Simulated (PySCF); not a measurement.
Geometry:
```
atom   x (Å)   y (Å)   z (Å)
  B1   1.844   0.532   0.696
  N2   0.591   0.717   0.130
  C3  -0.184  -0.239  -0.631
  C4  -1.508  -0.588   0.028
  H5   2.402  -0.534   0.555
  H6   2.345   1.442   1.315
  H7   0.123   1.608   0.258
  H8  -0.368   0.152  -1.649
  H9   0.432  -1.142  -0.751
 H10  -2.074  -1.306  -0.585
 H11  -1.346  -1.032   1.021
 H12  -2.139   0.306   0.158
```

Method: NMR shieldings at CAM-B3LYP/pcSseg-2/GIAO, structure optimised with PBE0-D3(BJ)/def2-SVP, J: B3LYP/pcJ-1 (spin–dipole term only in couplings to heteroatoms), in PySCF 2.14.0 with density-fitted response routines (one conformer, one averaged value for each set of equivalent atoms, relativity neglected, no solvent).

**Question.** Predict the 2D correlation tables (HSQC, COSY, HMBC).

**Answer.** 

HSQC (one-bond C–H):
```tsv
δH	δC	$^{1}J$(C,H) (Hz)
3.20 (H8/H9)	49.8 (C3)	140
1.12 (H10/H11/H12)	21.9 (C4)	133
```

COSY cross peaks (|J| ≥ 2 Hz):
```tsv
δH	δH	abs. J (Hz)	bonds
3.20 (H8/H9)	1.12 (H10/H11/H12)	8.0	3
```

HMBC (two and three bonds, |J| ≥ 2.5 Hz):
```tsv
δH	δC [abs. J in Hz]
4.66 (H5/H6)	49.8 (C3) [9.6]
1.12 (H10/H11/H12)	49.8 (C3) [3.5]
```

δ = σ(ref) − σ, references computed at the same level: $^{1}$H, $^{13}$C against TMS.

Short H···H contacts in this conformer between protons four or more bonds apart (candidates for NOE cross peaks, intensity ∝ r⁻⁶): H5···H9 2.44 Å.

OH and NH positions are those of a molecule without intermolecular hydrogen bonds; in solution they move with solvent, concentration and temperature, and exchange usually removes their couplings. Hydrogens on boron are broadened and split by $^{11}$B (spin 3/2, 80 %) and 10B (spin 3). Unscaled 3J(H,H) at this level run about 10 % above measured values. Shifts are as computed, not scaled to solution data. Of 1211 compounds with measured shifts, 218 miss one by over three times the rms of a fit or turn the order of signals round; such compounds aren't used in these exercises.
